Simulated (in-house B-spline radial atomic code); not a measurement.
Neutral promethium is squeezed into an impenetrable sphere of radius R (the orbitals vanish at R). All numbers are computed (scalar-relativistic (X2C) Hartree-Fock, spin-polarised, averaged over the determinants with the given up and down occupations; Fermi nucleus of rms radius 4.962 fm) with an all-electron radial atomic-structure program (B-spline basis), not measured.

Energies in eV above the free atom in [Xe] 4f5 6s2:

```tsv
R (bohr)	highest level (eV)	[Xe] 4f5 6s2	[Xe] 4f5 5d1 6s1	[Kr] 4d9 4f6 5s2 5p6 6s2
7.3	-3.42	1.639	2.271	118.9
6.42	-2.33	3.362	3.466	120.7
4.78	3.8	14.32	10.96	131.6
4.31	8.28	23.1	17.08	140.3
3.74	18.2	44.26	32.31	161.3
2.94	53.2	132.4	99.86	248.8
2.67	77.6	203.7	156.9	319.7
2.06	197	622.1	508.6	737.7
1.78	319	1135	955.8	1252
1.57	476	1880	1619	2000
```

**Question.** Does [Xe] 4f5 5d1 6s1 fall below [Xe] 4f5 6s2 under compression?

**Answer.** Yes, between R = 6.42 and 4.78 bohr the order changes (near 6.37 bohr by linear interpolation).

**Question.** Does [Kr] 4d9 4f6 5s2 5p6 6s2 fall below [Xe] 4f5 6s2 under compression?

**Answer.** No, it stays above over the whole range.

The highest level is first positive in the row R = 4.78 bohr, pushed up by confinement above the zero of the free ion's potential. Each configuration is held fixed and needn't be the lowest in the sphere.
